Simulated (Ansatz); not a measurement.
BH3N (SMILES B[NH]) moved off its minimum; all values from Ansatz (a program for electronic structure), cores frozen in correlated methods. Open shells are unrestricted.
(charge 0, multiplicity 2)
```xyz
5

B     -0.6738     0.0917     0.0515
N      0.5929    -0.1513     0.0079
H     -1.3489    -0.6249     0.0547
H     -1.0057     1.3322     0.1210
H      1.6107    -0.0500     0.0153
```

### Question
Give the forces (eV/Å), the total energy and the dipole at CCSD(T)/aug-cc-pVTZ.

### Answer

```tsv
atom	Fx	Fy	Fz
B1	2.805	7.686	0.230
N2	4.104	-0.363	-0.097
H3	-6.148	-6.156	-0.014
H4	0.290	-1.104	-0.093
H5	-1.052	-0.064	-0.025
```
Energy -81.1685 hartree, dipole 1.40 D.
